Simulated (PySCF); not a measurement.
Species: C9H6N2.
Geometry (PBE0-D3(BJ)/def2-SVP, Å), atoms numbered from 1 in this order:
```xyz
17
C9H6N2 angstrom
N     -2.747    3.406    0.328
C     -2.331    2.323    0.260
C     -1.803    1.014    0.178
C     -2.516   -0.212    0.110
C     -1.599   -1.237    0.040
N     -0.338   -0.688    0.061
C      0.877   -1.318    0.010
C      2.025   -0.584    0.045
C      1.967    0.835    0.132
C      0.751    1.466    0.182
C     -0.433    0.701    0.145
H     -3.597   -0.321    0.113
H     -1.738   -2.313   -0.024
H      0.851   -2.407   -0.056
H      2.984   -1.103    0.004
H      2.891    1.414    0.159
H      0.663    2.552    0.249
```

Level: CAM-B3LYP/def2-SVPD in PySCF, non-relativistic, on one gas-phase PBE0-D3(BJ)/def2-SVP geometry that isn't relaxed in the solvent. The solvent is an IEF-PCM continuum (van der Waals radii × 1.2), and excitations are vertical TDDFT with non-equilibrium linear response and a frozen core. Only the electrostatic response of the medium enters.

Gas-phase singlets (H = HOMO, L = LUMO):

| state | E (eV) | λ (nm) | f | leading configurations |
| --- | --- | --- | --- | --- |
| S1 | 4.008 | 309 | 0.102 | H→L 93% |
| S2 | 4.761 | 260 | 0.097 | H→L+1 64%, H-1→L 29% |
| S3 | 5.646 | 220 | 0.293 | H-1→L 40%, H→L+3 30% |
| S4 | 5.711 | 217 | 0.000 | H→L+2 89% |
| S5 | 6.024 | 206 | 0.000 | H→L+6 33%, H→L+5 30% |

Task: How does the list change in acetone (ε = 20.49)?

Result: 
```json
{"state": "S1", "E (eV)": "4.130", "λ (nm)": "300", "f": "0.221", "leading configurations": "H→L 95%", "change by rank (eV)": "+0.122"}
{"state": "S2", "E (eV)": "4.734", "λ (nm)": "262", "f": "0.135", "leading configurations": "H→L+1 72%, H-1→L 22%", "change by rank (eV)": "-0.027"}
{"state": "S3", "E (eV)": "5.504", "λ (nm)": "225", "f": "0.289", "leading configurations": "H-1→L 50%, H→L+3 26%", "change by rank (eV)": "-0.142"}
{"state": "S4", "E (eV)": "5.612", "λ (nm)": "221", "f": "0.000", "leading configurations": "H→L+4 62%, H→L+5 21%", "change by rank (eV)": "-0.099"}
{"state": "S5", "E (eV)": "5.820", "λ (nm)": "213", "f": "0.001", "leading configurations": "H→L+2 88%", "change by rank (eV)": "-0.204"}
```

Task: Give the list for dimethylsulfoxide (ε = 46.83), n² = 2.19.

Result: 
```csv
state,E (eV),λ (nm),f,leading configurations,change by rank (eV)
S1,4.121,301,0.246,H→L 96%,+0.113
S2,4.725,262,0.142,"H→L+1 74%, H-1→L 21%",-0.036
S3,5.483,226,0.305,"H-1→L 52%, H→L+3 25%",-0.163
S4,5.594,222,0.000,"H→L+4 66%, H→L+5 19%",-0.117
S5,5.813,213,0.001,H→L+2 89%,-0.211
```

Task: The ground-state energy changes by -0.420 eV from gas to dimethylsulfoxide. By how much does the total energy of gas-phase S1 change?

Result: E(S1) = E(S0) + excitation energy, so it changes by -0.420 + 0.113 = -0.307 eV: it is lowered less than the ground state, which is what a blue shift means. This is the vertical state, with the slow part of the continuum still set for S0.

Task: How do the frontier levels move from gas to dimethylsulfoxide?

Result: 
```csv
orbital,gas (eV),solvent (eV),change (eV)
LUMO+2,1.02,1.39,+0.37
LUMO+1,0.40,0.58,+0.18
LUMO,-0.52,-0.26,+0.26
HOMO,-7.28,-7.13,+0.15
HOMO-1,-8.74,-8.53,+0.21
HOMO-2,-10.22,-10.19,+0.03
HOMO-3,-10.70,-11.13,-0.43
```

The HOMO–LUMO gap goes from 6.76 to 6.87 eV. Rows go by rank; for LUMO+2 the atom shares or the degeneracy differ between the runs, so the row needn't follow one orbital.
